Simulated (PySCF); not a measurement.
**Ionisation energy of Pb³⁺ by level of theory**

Pb³⁺ [Xe] 4f14 5d10 6s1 [6s1/2^1, M_J = 1/2] → Pb⁴⁺ [Xe] 4f14 5d10, as a difference of total energies. Computed with PySCF 2.14 in x2c-TZVPPall-2c, with the two-component X2C-1e Hamiltonian. Correlated levels: [Kr] 4d10 4f14 frozen; the 24 highest virtual spinors dropped. "Screened" scales the spin-orbit matrix elements by Boettger's factors to mimic the two-electron term; Breit and QED terms are absent.

```tsv
method	ionisation energy (eV)
GHF (spin-free)	40.670
GMP2 (spin-free)	42.272
GHF (screened spin-orbit)	40.691
GMP2 (screened spin-orbit)	42.297
```

Q: How much does correlation contribute at GMP2 (screened spin-orbit)?

A: 42.297 − (40.691) = 1.606 eV, measured against GHF (screened spin-orbit).

Errors of the correlated levels include the incompleteness of this basis and the frozen core.

For comparison: 42.333 eV (measured; NIST Atomic Spectra Database, ionization energies).
